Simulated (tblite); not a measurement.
Species: C₇H₈NS (doublet state).
SMILES with atom numbers: `[S:1]=[CH:2][CH2:3][C:4]1=[CH:5][CH2:6][N:7][CH:8]=[CH:9]1` (hydrogens: H10 on C2; H11, H12 on C3; H13 on C5; H14, H15 on C6; H16 on C8; H17 on C9)

Structure optimised with GFN2-xTB, isolated species. This method treats the open shell by occupation alone, without spin polarisation.

Task: Give the optimised bond lengths and angles.

Result: 
```
          bond  length (Å)
         S1=C2       1.615
         C2–C3       1.486
         C3–C4       1.514
         C4=C5       1.361
         C5–C6       1.489
         C6–N7       1.426
         N7–C8       1.289
         C8=C9       1.407
         C4–C9       1.407
        C2–H10       1.087
C3–H11, C3–H12       1.091
        C5–H13       1.079
C6–H14, C6–H15       1.104
        C8–H16       1.084
        C9–H17       1.078
```

Bonds in one row agree within 0.01 Å and their mean is given. A selection of angles:
```
     angle  degrees
  S1–C2–C3    124.3
 S1–C2–H10    119.5
 C3–C2–H10    116.1
  C2–C3–C4    106.9
 C2–C3–H11    110.1
 C4–C3–H11    110.4
H11–C3–H12    109.9
  C3–C4–C5    120.6
  C3–C4–C9    120.5
  C5–C4–C9    118.9
  C4–C5–C6    120.8
 C4–C5–H13    121.6
 C6–C5–H13    117.6
  C5–C6–N7    117.0
 C5–C6–H14    110.3
 N7–C6–H14    107.4
H14–C6–H15    104.1
  C6–N7–C8    119.2
  N7–C8–C9    125.5
 N7–C8–H16    115.5
 C9–C8–H16    119.0
 C8–C9–H17    120.4
  C4–C9–C8    118.6
 C4–C9–H17    121.0
```

Torsions: S1–C2–C3–C4 -110° (anticlinal); C2–C3–C4–C5 87° (synclinal); C3–C4–C5–C6 -179° (antiperiplanar); C4–C5–C6–N7 2° (synperiplanar); C5–C6–N7–C8 -1° (synperiplanar); C6–N7–C8–C9 0° (synperiplanar); N7–C8–C9–C4 1° (synperiplanar); C3–C4–C9–C8 177° (antiperiplanar). The mirror-image conformer, all signs reversed, is as good.

N7 (nitrogen bonded to 2 C) is bent (angle 119.2°). The 2 C–N bonds span 1.289 Å (N7–C8, drawn single in one of several resonance forms) to 1.426 Å (C6–N7, drawn single), a spread of 0.137 Å. C9 (carbon bonded to 2 C and H) is planar (angles 121.0°, 120.4° and 118.6°, sum 360.0°, 0.00 Å off the plane of its three neighbours). C8 (carbon bonded to C, N and H) is planar (angles 125.5°, 119.0° and 115.5°, sum 360.0°, 0.00 Å off the plane of its three neighbours). The 6 C–C bonds span 1.361 Å (C4=C5, drawn double) to 1.514 Å (C3–C4, drawn single), a spread of 0.153 Å. The 6-membered ring C4–C5–C6–N7–C8–C9 has internal angles of 117.0° to 125.5°; it is planar, 0.01 Å rms from its mean plane, widest ring torsion 2°. C2 (carbon bonded to C, S and H) is planar (angles 124.3°, 119.5° and 116.1°, sum 359.9°, 0.02 Å off the plane of its three neighbours).

Point group: C1 (no symmetry element, even within 0.4 Å). Its GFN2-xTB frequencies are all real (lowest 23 cm⁻¹).

Time: 1.0 s of wall time. Hardware: an Arm Neoverse V2 with one thread, shared host with 96 logical CPUs at a one-minute load of 30. This is the geometry optimisation.

These are computed values.
